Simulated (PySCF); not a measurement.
This PySCF input asks for the NMR shieldings of `CC(=O)[SiH2][C@H]1[SiH2][SiH2]S1`, C3H10OSSi3; the geometry comes from GFN2-xTB.

```python
import basis_set_exchange as bse
import numpy as np
from pyscf import gto, dft
from pyscf.prop import nmr

atoms = """
C     3.220210   -0.122907    0.111466
C     1.724618   -0.178083    0.067932
O     1.076897   -0.625619    0.995275
Si    0.794819    0.473548   -1.493197
C    -0.846739   -0.384157   -1.161251
Si   -1.460510   -0.288690    0.679189
Si   -3.480424    0.293778   -0.342439
S    -2.259105    0.302600   -2.146336
H     3.530628    0.911954   -0.015514
H     3.618047   -0.688564   -0.728197
H     3.613857   -0.517609    1.046031
H     1.525086    0.057968   -2.691448
H     0.728057    1.931398   -1.391964
H    -0.763976   -1.432253   -1.462313
H    -0.949973    0.853033    1.438404
H    -1.404365   -1.567169    1.378402
H    -4.086862    1.622640   -0.254805
H    -4.589026   -0.635550   -0.570413
"""
names = dict.fromkeys(["C", "O", "Si", "S", "H"], "pcSseg-1")
basis = {el: gto.basis.parse(bse.get_basis(n, elements=[el], fmt="nwchem")) for el, n in names.items()}
mol = gto.M(atom=atoms, basis=basis, charge=0, verbose=0)
mf = dft.RKS(mol, xc="PBE0")
mf.grids.level = 2
mf.grids.alignment = dft.numint.BLKSIZE   # the property module wants whole blocks of grid points
mf.conv_tol = 1e-9
mf.kernel()

calc = nmr.RKS(mf)   # GIAO
C = mf.mo_coeff
Co = C[:, mf.mo_occ > 0]
resp = mf.gen_response(singlet=True, hermi=2)
def vind(x):   # induced exchange potential for any number of trial vectors
    d = np.einsum("pi,xij,qj->xpq", C, 2 * x.reshape(-1, C.shape[1], Co.shape[1]), Co, optimize=True)
    return np.einsum("xpq,pi,qj->xij", resp(d - d.transpose(0, 2, 1)), C, Co, optimize=True).ravel()
mo1, _ = nmr.rhf.solve_mo1(calc, with_cphf=vind)
sigma = calc.kernel(mo1)
for i, s in enumerate(sigma):   # ppm
    w = np.linalg.eigvalsh((s + s.T) / 2)
    print("%2d %-2s iso %8.1f  s11 %8.1f  s22 %8.1f  s33 %8.1f" % (i, mol.atom_pure_symbol(i), w.mean(), *w))
```

**Question.** What are the results?

**Answer.** 
```
 0 C  iso    145.8  s11    110.8  s22    135.3  s33    191.2
 1 C  iso    -66.0  s11   -194.9  s22   -109.6  s33    106.6
 2 O  iso   -446.4  s11  -1198.2  s22   -476.8  s33    335.8
 3 Si iso    403.1  s11    354.7  s22    383.5  s33    471.1
 4 C  iso    171.2  s11    133.9  s22    172.8  s33    206.9
 5 Si iso    390.6  s11    323.0  s22    382.7  s33    466.1
 6 Si iso    361.6  s11    273.5  s22    344.7  s33    466.5
 7 S  iso    673.7  s11    468.0  s22    624.2  s33    928.9
 8 H  iso     29.2  s11     26.7  s22     29.1  s33     31.8
 9 H  iso     29.2  s11     26.6  s22     29.1  s33     31.9
10 H  iso     29.4  s11     26.2  s22     27.4  s33     34.4
11 H  iso     27.3  s11     23.5  s22     25.8  s33     32.7
12 H  iso     27.3  s11     24.2  s22     26.7  s33     31.1
13 H  iso     28.8  s11     24.3  s22     28.6  s33     33.5
14 H  iso     26.7  s11     23.8  s22     26.5  s33     29.8
15 H  iso     26.0  s11     22.4  s22     24.1  s33     31.5
16 H  iso     26.2  s11     22.6  s22     24.2  s33     31.9
17 H  iso     26.0  s11     22.2  s22     24.2  s33     31.6
```

These numbers come from an equivalent density-fitted implementation of the same equations, which agrees with the script to about 0.01 ppm for H and up to a few tenths of a ppm for heavy atoms, so last digits may differ.

**Question.** Turn these shieldings into chemical shifts. Referencing at the same level of theory: ¹³C (σ = 186.93 ppm) and ²⁹Si (σ = 349.16 ppm) and ¹H (σ = 31.72 ppm) against TMS; H2O for ¹⁷O (σ = 336.08 ppm); ³³S (σ = 503.73 ppm) against CS2.

**Answer.** Averaging equivalent atoms: C 1: 252.9; C 0: 41.1; C 4: 15.7; O 2: 782.5; Si 6: -12.4; Si 5: -41.4; Si 3: -53.9; S 7: -170; H 17: 5.72; H 15: 5.70; H 16: 5.48; H 14: 5.03; H 11: 4.40; H 12: 4.39; H 13: 2.92; H 8/9/10: 2.46 ppm. Unscaled 17O shifts of doubly bonded oxygen tend to come out too high, by tens of ppm or more. Experimental scales use liquid or dissolved standards, which lie at an offset from isolated H2O (liquid H2O: subtract about 36 ppm).

Size and cost of the density-fitted run: 214 basis functions, 92 s wall time on 1 thread of an Arm Neoverse N1, shared host; peak memory 0.99 GiB.
